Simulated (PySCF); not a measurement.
**Question.** Give a PBE0-D3(BJ)/def2-SVP geometry of InChI=1S/CH2NSeSi/c2-1-4-3/h3-4H. (Doublet state.)

**Answer.** 
```xyz
6
CH2NSeSi angstrom
N     -2.1968   -1.1372   -0.3208
C     -1.3206   -0.3735   -0.2935
Si     0.1118    0.7882   -0.4137
Se     1.8922   -0.0251    0.7308
H     -0.2758    2.0908    0.1995
H      1.7933   -1.3398    0.0758
```

Any rigid rotation of these coordinates is as good. Atoms count from 1 in this order. Si3 (silicon bonded to C, Se and H) is pyramidal (angles 110.5°, 108.7° and 108.1°, sum 327.3°, 0.61 Å off the plane of its three neighbours).

Bonds between heavy atoms (Å): N1≡C2 1.163, C2–Si3 1.848, Si3–Se4 2.267.

Computed with PBE0-D3(BJ)/def2-SVP geometry optimisation, gas phase in PySCF 2.14.0.

Not checked by PBE0-D3(BJ)/def2-SVP frequencies. ⟨S²⟩ = 0.754 (exact for a doublet: 0.75). Torsions: C2–Si3–Se4–H 50°.

One conformer stands for the species.
